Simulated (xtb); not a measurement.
CH4BIO, SMILES CB(O)I. All values are semi-empirical tight-binding results from xtb (GFN2-xTB unless named), good for trends rather than for accurate numbers. Coordinates come from a GFN2-xTB optimisation. One conformer was computed; it need not be the lowest.

Optimised geometry:

Bonded distances (Å): B1–I2 2.157, B1–C3 1.577, B1–O7 1.317, C3–H4 1.090, C3–H5 1.087, C3–H6 1.090, O7–H8 0.959. Angles (°): I2–B1–C3 119.0, I2–B1–O7 120.5, C3–B1–O7 120.6, B1–C3–H4 111.3, B1–C3–H5 112.1, B1–C3–H6 111.3, H4–C3–H5 107.9, H4–C3–H6 106.2, H5–C3–H6 107.9, B1–O7–H8 121.8.

- point group as xtb finds it: Cs
- orbital gap: 5.13 eV
- zero-point energy: 34.5 kcal/mol
- G − E(el) at 298.15 K (modified RRHO): 15.3 kcal/mol
- static polarisability (D4 model): 62.8 bohr³
- solvation energy, GFN2-xTB/ALPB(water): -5.7 kcal/mol
- solvation energy, GFN2-xTB/ALPB(octanol): -7.2 kcal/mol

**Question.** Give the atomic charges and the Wiberg bond orders between heavy atoms. (Estimate from the structure and the level; the computed values follow.)

**Answer.** charges (e) B1 0.40, I2 -0.25, C3 -0.20, H4 0.05, H5 0.04, H6 0.05, O7 -0.42, H8 0.32. Bond orders B1–I2 0.94, B1–C3 1.04, B1–O7 1.34.
